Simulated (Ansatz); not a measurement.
Gas-phase electronic energies from Ansatz, PBE0-D4/def2-TZVP geometries. CCSD(T)/CBS is the MP2 limit (def2-TZVPP, def2-QZVPP) plus CCSD(T) − MP2 in def2-TZVPP, frozen cores. This one scheme is used for every species. Functionals use def2-TZVPP. HSE06 is defined as in plane-wave codes. For Br, Ge outer-core shells are correlated without core-valence functions, which leaves a few kJ/mol of doubt a bond. Scalar relativity is left out up to krypton.

`[BH2][GeH2][Br]` + H–F → `[F][GeH2][Br]` + BH₃  (cleavage of the Ge–B bond)

**Question.** Is it downhill or uphill in electronic energy at CCSD(T)/CBS, and by how much? (Estimate.)

**Answer.** Ansatz gave: Downhill: ΔE = -0.56 eV.

**Question.** What do these levels give: LDA (SPW92), BLYP-D4, PBE0-D4, HSE06-D4, ωB97M-V, r2SCAN, r2SCAN0, BHLYP, MP2/def2-SVP, HF/def2-TZVPP, MP2/def2-TZVPP, MP2/def2-QZVPP? (Estimate.)

**Answer.** Computed: LDA (SPW92) -0.46, BLYP-D4 -0.69, PBE0-D4 -0.54, HSE06-D4 -0.54, ωB97M-V -0.68, r2SCAN -0.67, r2SCAN0 -0.64, BHLYP -0.77, MP2/def2-SVP -0.81, HF/def2-TZVPP -0.89, MP2/def2-TZVPP -0.64, MP2/def2-QZVPP -0.62 eV.

**Question.** What do rigid-rotor, harmonic-oscillator terms from PBE0-D4/def2-TZVP frequencies (298.15 K, 1 bar) make of the CCSD(T)/CBS value? (Estimate.)

**Answer.** Ansatz gave: ΔZPE = -0.01 eV, ΔH = -0.60 eV, ΔS = -10 J/(mol·K), ΔG = -0.57 eV.

Largest T1 diagnostic among the species: 0.010.

Leaving LDA and LC-ωPBE aside and taking each functional with its dispersion term where it has one, the values, not all of them listed here, spread over 0.20 eV, from CAM-B3LYP-D4 to HSE06-D4. LDA lies +0.11 eV from PBE without D4. From r2SCAN to r2SCAN0 (25 % exact exchange), in def2-TZVPP and without D4, ΔE moves by +0.03 eV.
